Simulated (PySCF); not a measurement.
## Correlation energy of Ne⁺ (neon, charge +1)

[He] 2s2 2p5, 2P determinant. Calculation: PySCF 2.14, in cc-pVTZ; the non-relativistic Hamiltonian (point nucleus). Frozen: 1s2; 7 electrons correlated.

MP2 pair energies summed by pair of shells (mhartree):

```csv
pair,energy,share (%)
2p-2p,-122.03,62.0
2s-2p,-65.10,33.1
2s-2s,-9.71,4.9
```

Total MP2 correlation energy: -196.83 mhartree.

Same-spin part -47.59 and opposite-spin part -149.24 mhartree; SCS-MP2 scales them by 1/3 and 6/5 to -194.95 mhartree.

| level | correlation energy (mhartree) |
| --- | --- |
| CCSD | -208.34 |
| (T) | -2.51 |
| CCSD(T) | -210.85 |

Diagnostics: T1 = 0.0037, D1 = 0.0058, largest double amplitude 0.029.

Cost of the coupled-cluster step: 0.34 s of wall time on 1 thread of Neoverse-V2 (shared host), for 7 correlated electrons.

Iterations:

```
CC2 = 0
CCSD nocc = (np.int64(4), np.int64(3)), nmo = (29, 29)
frozen orbitals [[0], [0]]
max_cycle = 100
direct = 0
conv_tol = 1e-08
conv_tol_normt = 1e-06
diis_space = 8
diis_start_cycle = 0
Init t2, MP2 energy = -0.196830747508478
Init E_corr(UCCSD) = -0.19683074751161
cycle = 1  E_corr(UCCSD) = -0.205955302945774  dE = -0.00912455543  norm(t1,t2) = 0.0180733
cycle = 2  E_corr(UCCSD) = -0.20778189946223  dE = -0.00182659652  norm(t1,t2) = 0.00484625
cycle = 3  E_corr(UCCSD) = -0.208354535382496  dE = -0.00057263592  norm(t1,t2) = 0.00196037
cycle = 4  E_corr(UCCSD) = -0.208340789191428  dE = 1.37461911e-05  norm(t1,t2) = 0.000470811
cycle = 5  E_corr(UCCSD) = -0.208334522860531  dE = 6.2663309e-06  norm(t1,t2) = 0.000125168
cycle = 6  E_corr(UCCSD) = -0.208336880207184  dE = -2.35734665e-06  norm(t1,t2) = 1.78232e-05
cycle = 7  E_corr(UCCSD) = -0.208336702168213  dE = 1.78038971e-07  norm(t1,t2) = 2.85149e-06
cycle = 8  E_corr(UCCSD) = -0.2083366635713  dE = 3.85969132e-08  norm(t1,t2) = 4.68711e-07
cycle = 9  E_corr(UCCSD) = -0.208336679485245  dE = -1.59139449e-08  norm(t1,t2) = 1.01461e-07
cycle = 10  E_corr(UCCSD) = -0.208336679102671  dE = 3.82574167e-10  norm(t1,t2) = 1.5316e-08
UCCSD converged
E(UCCSD) = -128.0172145276604  E_corr = -0.2083366791026707
UCCSD(T) correction = -0.00250568109145662
```
